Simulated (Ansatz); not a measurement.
`O[SiH](F)[SiH2]I` and `O[SiH](F)[O][GeH3]` differ in one atom or group.

Ansatz, PBE0-D4/def2-TZVP geometries, multiplicity 1. Each molecule was computed in one conformer, which needn't be the lowest.

Elements past krypton have def2 core potentials. Scalar relativity is left out up to krypton. Spin–orbit coupling is left out; it splits and shifts lone-pair levels of the heavy atoms by tenths of an eV.

```
                                      property  `O[SiH](F)[SiH2]I`
             LUMO energy (PBE/def2-TZVPP) / eV               -2.22
         HOMO–LUMO gap (B3LYP/def2-TZVPP) / eV                5.95
         LUMO energy (ωB97M-V/def2-TZVPP) / eV                0.34
             HOMO energy (PBE/def2-TZVPP) / eV               -6.64
size of the dipole moment (PBE/def2-TZVPP) / D                1.19
            HOMO energy (PBE0/def2-TZVPP) / eV               -7.77
```

Q: What does the change do to each property? (Best estimate.)

A: Computed: 
```csv
property,`O[SiH](F)[O][GeH3]`,shift
LUMO energy (PBE/def2-TZVPP) / eV,-0.79,1.43
HOMO–LUMO gap (B3LYP/def2-TZVPP) / eV,8.66,2.71
LUMO energy (ωB97M-V/def2-TZVPP) / eV,1.89,1.55
HOMO energy (PBE/def2-TZVPP) / eV,-7.54,-0.90
size of the dipole moment (PBE/def2-TZVPP) / D,1.35,0.16
HOMO energy (PBE0/def2-TZVPP) / eV,-9.05,-1.28
```

With PBE0 the HOMO falls by 1.28 eV and the LUMO rises by 1.54 eV, so the gap widens by about 2.82 eV. PBE moves the HOMO by -0.90 eV and ωB97M-V by -1.55 eV. The zero-point energy changes by 26.1 kJ/mol with +3 modes. Dipoles are sizes alone; their direction can turn.

B3LYP here is the variant with VWN-RPA as its local correlation; programs differ in this.
